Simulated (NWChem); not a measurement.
Ionisation of phosphoric acid (H3O4P)

SMILES: P(=O)(O)(O)O
```xyz
8

O      0.4871     0.0867     1.4956
P      0.0953    -0.0025    -0.0820
O      1.2280    -0.0322    -1.0566
O     -0.9113    -1.2820    -0.0880
O     -0.9577     1.2315    -0.2187
H      1.2783     0.6506     1.6007
H     -0.3992    -2.0952    -0.2653
H     -1.0786     1.4500    -1.1635
```
Charge 0, spin multiplicity 1.

All runs are NWChem calculations. Structure: optimised with PBE/def2-SVP, a minimum by its harmonic frequencies. It is one conformer; others weren't searched.

Basis set: def2-TZVP. The species with one electron less has spin multiplicity 2 and keeps the geometry of the parent. Δ marks differences of total energies (open shells unrestricted). The time of a Δ row sums both runs. −ε marks an orbital energy of the parent. That orbital need not have the symmetry of the hole or added electron in the Δ rows.

```json
[
 {"method": "−ε(HOMO) of PBE", "first vertical ionisation energy (eV)": "7.21", "relative cost": "1"},
 {"method": "−ε(HOMO) of HF", "first vertical ionisation energy (eV)": "13.09", "relative cost": "under 3"},
 {"method": "G0W0@PBE0", "first vertical ionisation energy (eV)": "11.16", "relative cost": "under 3"},
 {"method": "G0W0@PBE", "first vertical ionisation energy (eV)": "10.65", "relative cost": "under 3"},
 {"method": "ΔPBE", "first vertical ionisation energy (eV)": "10.98", "relative cost": "8"},
 {"method": "G0W0@CAM-B3LYP", "first vertical ionisation energy (eV)": "11.52", "relative cost": "10"}
]
```

The values span 5.88 eV, from −ε(HOMO) of PBE (lowest) to −ε(HOMO) of HF (highest). Relative cost: rough, from shared machines, SCF included, −ε(HOMO) of PBE = 1.

GW and range-separated runs recompute their integrals, the others keep them in memory, which bears on the times. The stability of the SCF solutions was not checked.
